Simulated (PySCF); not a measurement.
**Correlation energy of Ne (neon, neutral)**

[Ne], closed-shell 1S. Calculation: PySCF 2.14, in aug-cc-pVDZ-DK (4s3p2d, 23 functions); scalar relativity by spin-free X2C-1e. Frozen: 1s2; 8 electrons correlated.

MP2 pair energies summed by pair of shells (mhartree):

```csv
pair,energy,share (%)
2p-2p,-158.12,76.4
2s-2p,-41.35,20.0
2s-2s,-7.61,3.7
```

Total MP2 correlation energy: -207.09 mhartree.

Same-spin part -56.82 and opposite-spin part -150.27 mhartree; SCS-MP2 scales them by 1/3 and 6/5 to -199.26 mhartree.

```csv
level,correlation energy (mhartree)
CCSD,-210.34
(T),-2.80
CCSD(T),-213.14
```

Diagnostics: T1 = 0.0094, D1 = 0.0149, largest double amplitude 0.034.

Cost of the coupled-cluster step: 0.08 s of wall time on 1 thread of Neoverse-V1 (shared host), for 8 correlated electrons.

Iterations:

```
CC2 = 0
CCSD nocc = 4, nmo = 22
frozen orbitals [0]
max_cycle = 100
direct = 0
conv_tol = 1e-08
conv_tol_normt = 1e-06
diis_space = 8
diis_start_cycle = 0
Init t2, MP2 energy = -128.839864837426  E_corr(MP2) -0.207087625653092
Init E_corr(CCSD) = -0.207087625658802
cycle = 1  E_corr(CCSD) = -0.207406454662508  dE = -0.000318829004  norm(t1,t2) = 0.0261719
cycle = 2  E_corr(CCSD) = -0.210111387794844  dE = -0.00270493313  norm(t1,t2) = 0.00585854
cycle = 3  E_corr(CCSD) = -0.210095449415409  dE = 1.59383794e-05  norm(t1,t2) = 0.00290307
cycle = 4  E_corr(CCSD) = -0.210354415748517  dE = -0.000258966333  norm(t1,t2) = 0.000947516
cycle = 5  E_corr(CCSD) = -0.210342642517883  dE = 1.17732306e-05  norm(t1,t2) = 6.67747e-05
cycle = 6  E_corr(CCSD) = -0.210338462726451  dE = 4.17979143e-06  norm(t1,t2) = 1.87601e-05
cycle = 7  E_corr(CCSD) = -0.210338261981218  dE = 2.00745233e-07  norm(t1,t2) = 3.00111e-06
cycle = 8  E_corr(CCSD) = -0.210338284728828  dE = -2.27476105e-08  norm(t1,t2) = 5.37871e-07
cycle = 9  E_corr(CCSD) = -0.210338277444885  dE = 7.28394389e-09  norm(t1,t2) = 5.12193e-08
CCSD converged
E(CCSD) = -128.8431154892178  E_corr = -0.2103382774448845
CCSD(T) correction = -0.0027969053355421
```
